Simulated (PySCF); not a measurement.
## [GdF4]− relaxed at several levels

Computed with PySCF 2.14.0, def2-SVP on the ligands, density fitting, scalar-relativistic core potentials, no spin-orbit coupling, vacuum. Each row is relaxed at its own level from the same template. Distances are means of the shortest metal–ligand contacts, charges and spins Mulliken's; removal energies are rigid, with the ligand's formal charge and no counterpoise, so too large; for an anion taken off a cation in vacuum most of it is the attraction of opposite charges, and multiply charged cations can part far more cheaply with an electron moved from ligand to metal. lcecp potentials hold a fixed number of 4f electrons in the core, out of states, spins and gaps.

```csv
level,basis on the metal,point group,M–F (Å),charge on M (e),removal of one F (eV),"strongest infrared band, degenerate modes summed (cm⁻¹)",unstable modes (below −25 cm⁻¹)
PBE0,lcecp-1-SVP with ECP53,Td,2.094,1.06,6.61,512,0
```

Question: What does the calculation give for TPSS, lcecp-1-SVP with ECP53?

Answer: point group: Td, M–F (Å): 2.106, charge on M (e): 0.91, removal of one F (eV): 6.69, unstable modes (below −25 cm⁻¹): not given.
```xyz
5

Gd    0.0000    0.0000    0.0000
F     1.2158    1.2158    1.2158
F    -1.2158   -1.2158    1.2158
F     1.2158   -1.2158   -1.2158
F    -1.2158    1.2158   -1.2158
```

One start shape was tried for each, so a minimum needn't be the lowest isomer.
